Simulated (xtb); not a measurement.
4-bromobuta-1,2-diene (C₄H₅Br), SMILES C=C=CCBr. All values are semi-empirical tight-binding results from xtb (GFN2-xTB unless named), good for trends rather than for accurate numbers. Geometry: GFN2-xTB. One conformer was computed; it need not be the lowest.

Optimised geometry:

```xyz
10

C      3.3613    -0.2506     0.7426
C      2.1627    -0.6720     0.5095
C      0.9505    -1.0943     0.3028
C     -0.2494    -0.4289     0.8747
Br    -1.2847     0.5019    -0.5377
H      3.8391     0.4739     0.1028
H      3.9417    -0.6133     1.5760
H      0.7688    -1.9454    -0.3407
H     -0.9479    -1.1458     1.3045
H      0.0132     0.3380     1.6006
```

```
Quantity                                           Value
-----------------------------------------  -------------
orbital gap                                      4.35 eV
zero-point energy                          45.6 kcal/mol
G − E(el) at 298.15 K (modified RRHO)      26.0 kcal/mol
static polarisability (D4 model)              67.1 bohr³
solvation energy, GFN2-xTB/ALPB(water)     -2.4 kcal/mol
solvation energy, GFN2-xTB/ALPB(methanol)  -6.2 kcal/mol
```

Computed atomic charges and the Wiberg bond orders between heavy atoms:
charges (e) C1 -0.09, C2 0.00, C3 -0.05, C4 0.03, Br5 -0.20, H6 0.07, H7 0.06, H8 0.06, H9 0.06, H10 0.06. Bond orders C1–C2 2.00, C2–C3 1.89, C3–C4 1.03, C4–Br5 0.93.
